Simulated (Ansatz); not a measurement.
Correlation energies of C$_{6}$H$_{4}$Se$_{4}$ (`C1=C[Se]C(=C2[Se]C=C[Se]2)[Se]1`) by basis set

Cartesian coordinates in Å:
```
C -1.6957 2.2005 -1.8713
C -0.4844 2.7444 -1.8583
Se 0.7938 2.1229 -0.6266
C -0.3001 0.6706 -0.0907
C 0.1564 -0.3634 0.6258
Se 1.9571 -0.5116 1.1993
C 1.7539 -2.3250 1.6545
C 0.5427 -2.8690 1.6412
Se -0.9392 -1.8121 1.1680
Se -2.1025 0.8225 -0.6579
H -2.4913 2.5210 -2.5319
H -0.1835 3.5572 -2.5070
H 2.6503 -2.8608 1.9401
H 0.3426 -3.8971 1.9149
```

The species carries charge 0 and has multiplicity 1. Correlated methods include outer-core shells of Se, which these sets cover unevenly. Scalar relativity is left out up to krypton. All single points use the PBE0-D4/def2-TZVP geometry. Frozen core, restricted reference, Ansatz 0.2.0.

| basis | HF (Eh) | MP2 corr. | CCSD corr. | (T) | CCSD(T) total |
| --- | --- | --- | --- | --- | --- |
| def2-SVP | -9827.44203 | -1.72025 | -1.73730 | -0.07217 | -9829.25150 |
| def2-TZVPP | -9828.89755 | -2.03956 | -2.04191 | -0.10767 | -9831.04713 |
| def2-QZVPP | -9829.09610 | -3.30777 | – | – | – |
